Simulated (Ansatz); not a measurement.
**A relaxation, step by step**

GeH₇OF, closed shell, SPW92/def2-TZVP (Ansatz 0.2.0). Settings:

```yaml
hamiltonian: {xc: lda}
relax: {f_tol: 0.01, max_steps: 60, escape_saddle: false}
```

Start, the saddle point found with PBE0-D4 in triple zeta (not stationary at another level):

| atom | x (Å) | y (Å) | z (Å) |
| --- | --- | --- | --- |
| Ge1 | -0.4524 | -1.0267 | -0.7854 |
| H2 | 1.0255 | -0.1852 | -0.2536 |
| H3 | 0.6653 | -1.8060 | -1.5645 |
| H4 | -1.0395 | -2.0664 | 0.1740 |
| H5 | -1.3155 | -0.4195 | -1.8985 |
| H6 | -0.2708 | 1.1009 | 1.1169 |
| F7 | -1.2270 | 0.3692 | 0.3901 |
| H8 | 1.0137 | 0.4753 | 0.4262 |
| O9 | 0.7086 | 1.3316 | 1.3500 |
| H10 | 0.8920 | 2.2267 | 1.0448 |

```json
{"step": "1", "energy less the last (meV)": "1139.3", "largest force component (eV/Å)": "0.708"}
{"step": "3", "energy less the last (meV)": "1087.8", "largest force component (eV/Å)": "0.437"}
{"step": "5", "energy less the last (meV)": "817.8", "largest force component (eV/Å)": "1.558"}
{"step": "7", "energy less the last (meV)": "274.8", "largest force component (eV/Å)": "1.351"}
{"step": "9", "energy less the last (meV)": "16.5", "largest force component (eV/Å)": "0.240"}
{"step": "11", "energy less the last (meV)": "4.1", "largest force component (eV/Å)": "0.124"}
{"step": "13", "energy less the last (meV)": "1.0", "largest force component (eV/Å)": "0.015"}
{"step": "15", "energy less the last (meV)": "0.9", "largest force component (eV/Å)": "0.032"}
{"step": "17", "energy less the last (meV)": "0.8", "largest force component (eV/Å)": "0.018"}
{"step": "19", "energy less the last (meV)": "0.7", "largest force component (eV/Å)": "0.055"}
{"step": "21", "energy less the last (meV)": "0.4", "largest force component (eV/Å)": "0.036"}
{"step": "23", "energy less the last (meV)": "0.1", "largest force component (eV/Å)": "0.026"}
{"step": "25", "energy less the last (meV)": "0.0", "largest force component (eV/Å)": "0.013"}
{"step": "27", "energy less the last (meV)": "0.0", "largest force component (eV/Å)": "0.012"}
{"step": "28", "energy less the last (meV)": "0.0", "largest force component (eV/Å)": "0.005"}
```

Step 9, positions (Å) and forces (eV/Å):

```json
{"atom": "Ge1", "x": "-0.181", "y": "-1.208", "z": "-0.991", "Fx": "0.030", "Fy": "-0.120", "Fz": "-0.095"}
{"atom": "H2", "x": "0.995", "y": "-0.345", "z": "-0.462", "Fx": "0.002", "Fy": "0.027", "Fz": "0.035"}
{"atom": "H3", "x": "0.489", "y": "-2.219", "z": "-1.950", "Fx": "-0.006", "Fy": "0.026", "Fz": "0.028"}
{"atom": "H4", "x": "-0.833", "y": "-1.963", "z": "0.167", "Fx": "-0.009", "Fy": "0.013", "Fz": "0.020"}
{"atom": "H5", "x": "-1.154", "y": "-0.330", "z": "-1.775", "Fx": "-0.004", "Fy": "0.022", "Fz": "0.007"}
{"atom": "H6", "x": "-0.695", "y": "1.056", "z": "1.061", "Fx": "-0.042", "Fy": "-0.029", "Fz": "0.043"}
{"atom": "F7", "x": "-1.504", "y": "0.622", "z": "0.713", "Fx": "0.070", "Fy": "0.087", "Fz": "0.037"}
{"atom": "H8", "x": "1.139", "y": "0.693", "z": "0.943", "Fx": "0.115", "Fy": "-0.173", "Fz": "-0.083"}
{"atom": "O9", "x": "0.738", "y": "1.457", "z": "1.410", "Fx": "-0.098", "Fy": "0.240", "Fz": "-0.148"}
{"atom": "H10", "x": "1.007", "y": "2.238", "z": "0.884", "Fx": "-0.059", "Fy": "-0.093", "Fz": "0.156"}
```

Step 23, positions (Å) and forces (eV/Å):

```tsv
atom	x	y	z	Fx	Fy	Fz
Ge1	-0.162	-1.212	-1.004	-0.010	0.000	0.001
H2	0.995	-0.236	-0.643	-0.009	-0.010	-0.005
H3	0.504	-2.303	-1.866	0.002	0.007	0.005
H4	-0.722	-1.823	0.281	0.006	0.006	-0.010
H5	-1.210	-0.452	-1.817	0.010	-0.005	0.008
H6	-0.719	1.060	1.048	-0.016	-0.002	-0.004
F7	-1.562	0.771	0.636	0.008	0.004	0.004
H8	1.114	0.703	0.730	0.000	0.010	0.006
O9	0.722	1.295	1.415	0.016	0.016	-0.010
H10	1.041	2.196	1.221	-0.008	-0.026	0.004
```

Step 27, positions (Å) and forces (eV/Å):

```json
{"atom": "Ge1", "x": "-0.162", "y": "-1.207", "z": "-1.006", "Fx": "0.001", "Fy": "0.002", "Fz": "0.000"}
{"atom": "H2", "x": "0.983", "y": "-0.206", "z": "-0.681", "Fx": "-0.001", "Fy": "-0.001", "Fz": "-0.001"}
{"atom": "H3", "x": "0.512", "y": "-2.307", "z": "-1.849", "Fx": "0.001", "Fy": "-0.001", "Fz": "-0.001"}
{"atom": "H4", "x": "-0.695", "y": "-1.797", "z": "0.301", "Fx": "0.000", "Fy": "-0.001", "Fz": "0.001"}
{"atom": "H5", "x": "-1.232", "y": "-0.482", "z": "-1.820", "Fx": "0.000", "Fy": "0.000", "Fz": "0.000"}
{"atom": "H6", "x": "-0.723", "y": "1.063", "z": "1.038", "Fx": "-0.012", "Fy": "-0.004", "Fz": "-0.005"}
{"atom": "F7", "x": "-1.567", "y": "0.797", "z": "0.614", "Fx": "0.011", "Fy": "0.003", "Fz": "0.005"}
{"atom": "H8", "x": "1.114", "y": "0.696", "z": "0.723", "Fx": "-0.001", "Fy": "0.000", "Fz": "-0.001"}
{"atom": "O9", "x": "0.720", "y": "1.270", "z": "1.422", "Fx": "0.000", "Fy": "-0.001", "Fz": "0.002"}
{"atom": "H10", "x": "1.050", "y": "2.173", "z": "1.260", "Fx": "0.002", "Fy": "0.002", "Fz": "0.000"}
```

Last step (28):

Ge1  (-0.162, -1.207, -1.006)
H2  (0.982, -0.202, -0.687)
H3  (0.513, -2.308, -1.847)
H4  (-0.691, -1.793, 0.304)
H5  (-1.235, -0.486, -1.820)
H6  (-0.724, 1.064, 1.036)
F7  (-1.568, 0.800, 0.610)
H8  (1.113, 0.695, 0.722)
O9  (0.720, 1.267, 1.423)
H10  (1.052, 2.169, 1.265)
(Å)

The run took about 21 s on 4 CPU threads of an Arm Neoverse V2 (shared host).
